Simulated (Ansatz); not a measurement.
**A geometry optimisation of BGaGeH4Si with PBE-D3(BJ)/def2-SVP**

The starting geometry of this gas-phase singlet was optimised with GFN2-xTB.

```yaml
atoms:
  - { symbol: B, position_ang: [-0.9810, 1.2277, 1.0434] }
  - { symbol: Ga, position_ang: [0.5568, -0.0379, 0.1830] }
  - { symbol: Ge, position_ang: [2.6062, -1.4596, -0.6747] }
  - { symbol: Si, position_ang: [0.8799, -2.1391, -1.8366] }
  - { symbol: H, position_ang: [-0.2181, -2.6817, -2.6864] }
  - { symbol: H, position_ang: [-1.9387, 0.8281, 0.4470] }
  - { symbol: H, position_ang: [-0.6294, 2.3317, 0.7577] }
  - { symbol: H, position_ang: [-0.9549, 0.9554, 2.2045] }
```

Where would you expect an optimisation with PBE-D3(BJ)/def2-SVP to take it?

A new bond forms, giving a structure given below by its coordinates. Distances that change by over a tenth: B1–H6 (1.20 → 1.39 Å). Contacts that close: Ga2–Si4 (2.93 → 2.60 Å).

The energy falls by 0.29 eV over 21 steps:

| step | E − E(last) (eV) |
| --- | --- |
| 1 | 0.292 |
| 3 | 0.132 |
| 5 | 0.121 |
| 8 | 0.073 |
| 10 | 0.045 |
| 12 | 0.033 |
| 14 | 0.025 |
| 17 | 0.005 |
| 19 | 0.000 |
| 21 | 0.000 |

Final geometry (Å):

```tsv
atom	x (Å)	y (Å)	z (Å)
B	-0.7192	0.9344	0.8113
Ga	1.2310	0.2272	0.6153
Ge	2.5017	-1.4739	-0.7367
Si	0.3055	-1.3736	-1.2092
H	-1.0112	-1.7006	-1.8737
H	-0.5919	-0.0670	-0.1509
H	-1.0068	1.9751	0.2498
H	-1.3882	0.5029	1.7319
```

Frequencies at the end are all real (lowest 89 cm⁻¹). Run with Ansatz 0.2.0, 23 s on 2 threads of Intel(R) Xeon(R) 6975P-C (Granite Rapids), with other jobs on the host.
